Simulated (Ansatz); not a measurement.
Isomers of C3H6AlN, relaxed with PBE0-D4/def2-TZVP in Ansatz; electronic energies, one conformer each and not always the lowest. Functionals use def2-TZVPP; CBS adds triple-zeta CCSD(T) − MP2 to the MP2 limit of def2-TZVPP and def2-QZVPP.

Q: Order them by energy at frozen-core CCSD(T)/CBS, lowest first. (An estimate is asked.)
A. `[CH3][Al]([CH3])[C]#N`
B. `C=C1[CH2][AlH][NH]1`
C. `CC1=[C]([AlH2])N1`

A: A (0.0 kcal/mol), B (22.2 kcal/mol), C (91.5 kcal/mol).

Q: How do ωB97M-V, PBE-D4, MP2/CBS(def2), r2SCAN-D4 place them (kcal/mol, against `[CH3][Al]([CH3])[C]#N`)? (Best estimate.)

A: Computed: 
```
               isomer  ωB97M-V  PBE-D4  MP2/CBS(def2)  r2SCAN-D4
  `CC1=[C]([AlH2])N1`     90.9    81.4           92.5       86.7
`C=C1[CH2][AlH][NH]1`     20.9    14.5           22.2       17.4
```
